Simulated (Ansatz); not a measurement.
```yaml
crystal:
  periodic: [false, false, false]
  atoms:
    - {symbol: C, position_ang: [-0.732333, 1.222613, -0.392379]}
    - {symbol: C, position_ang: [-0.187221, -0.285247, -0.404055]}
    - {symbol: Ge, position_ang: [1.117655, -1.026481, 0.656795]}
    - {symbol: Se, position_ang: [-1.291906, -1.395682, -1.534676]}
    - {symbol: H, position_ang: [-1.591126, 1.334749, -1.031058]}
    - {symbol: H, position_ang: [-1.041492, 1.339271, 0.506479]}
    - {symbol: H, position_ang: [-1.091492, 1.289271, 0.506479]}
    - {symbol: H, position_ang: [1.316360, -2.424157, 0.428204]}
    - {symbol: H, position_ang: [0.661703, -0.712774, 2.153166]}
    - {symbol: H, position_ang: [2.383500, -0.021679, 0.528270]}
basis:
  gaussian: {orbitals: STO-3G}
hamiltonian: {xc: {name: r2SCAN50}}
```

```sh
$ ansatz run in.yaml --threads 2 --pin off --events-out ev --progress --plain --max-ram 22528MiB --backend cpu
```

It prints (some lines left out):

```
Functional definition: r2SCAN50
579 factors; integrals over basis functions are off by at most 3.4e-5 eV
mean field evaluation 1: about -122462.0008 eV, gradient 2.9e1 eV
mean field evaluation 2: about -122453.9996 eV, gradient 5.6e1 eV
mean field evaluation 4: about -122466.2958 eV, gradient 6.2e-1 eV
mean field evaluation 8: about -122466.3609 eV, gradient 2.1e-2 eV
mean field evaluation 16: about -122466.3609 eV, gradient 5.1e-5 eV
mean field -122466.36087974 eV, -4500.5557516495 hartree, gradient 5.1e-5 eV, S^2 0.000000; 0 other end points of the search recorded, 0 dependent functions left out
reference -122466.36088333 eV, -4500.5557517815 hartree; 42, 42 occupied and 10, 10 virtual orbitals, 579 factors
Total energy: -122466.36088333 eV, -4500.5557517815 hartree
```

Task: Something in this input is off. What?

Result: One atom was put on top of another. The calculation finished and met its thresholds. The result belongs to that input, not to the molecule as meant.
